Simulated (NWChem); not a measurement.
# CH$_{4}$AlF; SMILES [CH3][AlH][F]

```xyz
7

Al    -0.4767     0.1226     0.0000
H     -2.0423     0.3577     0.0000
F      0.4524     1.5112     0.0000
C      0.4069    -1.6060     0.0000
H      1.5044    -1.5203     0.0000
H      0.1114    -2.1979    -0.8832
H      0.1114    -2.1979     0.8832
```
Atoms are numbered in this order, from 1.

Computed with NWChem. Coordinates come from a PBE0/def2-SVP optimisation. Ions are spin-unrestricted doublets at the neutral geometry; other ion states weren't tried.

For level PBE/def2-SVP:

```yaml
vertical ionisation energy, ΔSCF (eV): 10.32
"−ε(HOMO) (eV)": 6.91
```

Problem. What are these values for level CAM-B3LYP/def2-SVP?

Solution. The vertical ionisation energy, ΔSCF (eV) is 10.81. The −ε(HOMO) (eV) is 9.64.
